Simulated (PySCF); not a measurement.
Compound: GeH2MeI, CH5GeI.
SMILES: `[CH3][GeH2][I]`

The calculation used TDDFT B3LYP/def2-SVPD, vertical, gas phase, core orbitals frozen in the response, def2 core potentials past Kr (PySCF 2.14.0, density-fitted response routines). Geometry: PBE0-D3(BJ)/def2-SVP; no solvent, vibrations or thermal averaging. Spin–orbit coupling is left out.

| state | E (eV) | E (hartree) | f | main configurations (H = HOMO, L = LUMO) |
| --- | --- | --- | --- | --- |
| S1 | 4.98 | 0.1829 | 0.0080 | H-1/H→L (99%) |
| S2 | 4.99 | 0.1833 | 0.0086 | H-1/H→L (99%) |
| S3 | 6.35 | 0.2335 | 0.028 | H-1/H→L+1 (≥96%) |
| S4 | 6.37 | 0.2342 | 0.046 | H-1/H→L+1 (≥92%) |
| S5 | 6.61 | 0.2429 | 0.0049 | H-1/H→L+2 (≥96%) |
| S6 | 6.65 | 0.2443 | 0.0018 | H-1/H→L+2 (≥86%), H-2→L (8%) |
| S7 | 7.18 | 0.2638 | 0.072 | H-2→L (34%), H-1/H→L+4 (≥27%), H-1/H→L+6 (≥19%) |
| S8 | 7.22 | 0.2652 | 0.017 | H-1/H→L+3 (≥68%), H-1/H→L+4 (≥12%) |
| S9 | 7.22 | 0.2655 | 0.0072 | H-1/H→L+4 (≥69%), H-1/H→L+3 (≥15%) |
| S10 | 7.27 | 0.2672 | 0.029 | H-1/H→L+3 (≥61%), H-1/H→L+4 (≥22%) |
| S11 | 7.31 | 0.2687 | 0.060 | H-3→L (63%), H-1/H→L+4 (≥14%), H-2→L (9%) |
| S12 | 7.38 | 0.2711 | 0.163 | H-3→L (28%), H-1/H→L+4 (≥22%), H-1/H→L+3 (≥19%) |
| S13 | 7.51 | 0.2758 | 0.011 | H-1/H→L+5 (≥84%) |
| S14 | 7.58 | 0.2787 | 0.016 | H-1/H→L+6 (≥45%), H-4→L (43%) |

Triplets (Tamm–Dancoff): T1 4.56 eV, H-1/H→L (98%); T2 4.58 eV, H-1/H→L (98%); T3 5.96 eV, H-2→L (95%); T4 6.19 eV, H-1/H→L+1 (≥89%).

The lowest singlet lies at 4.98 eV (249 nm, ultraviolet) and is weak; its leading configuration is HOMO-1/HOMO→LUMO (99%). The most intense listed level is S12 at 7.38 eV (168 nm, f = 0.163), 2.40 eV above S1. S8/S9 lie within about 0.01 eV of each other. Löwdin shares by element: HOMO (one of a set within 0.03 eV) iodine 87%, germanium 9%; LUMO iodine 44%, germanium 31%, hydrogen 16% or more. Of the 14 states listed, 9 reach f = 0.01 and none stays under 0.0005. The listed states span 2.61 eV, and the widest gap between neighbours is 1.37 eV (S2 to S3). Orbital energies (eV): HOMO-3 -9.46, HOMO-2 -8.88, HOMO-1 -7.16, HOMO -7.15, LUMO -1.17, LUMO+1 0.04, LUMO+2 0.28. The vertical ionisation energy (ΔSCF) is 9.59 eV, 2.00 eV above S14. Orbitals of the list HOMO-3 to LUMO+2 that lie within 0.01 eV of each other are written together with a slash and their weights summed (≥ marks a lower bound); for degenerate orbitals outside that list single weights are arbitrary. The window holds the lowest 15 singlets. The highest level found (7.60 eV, f 0.032 so far) is left out, since the window may have cut off a degenerate partner.
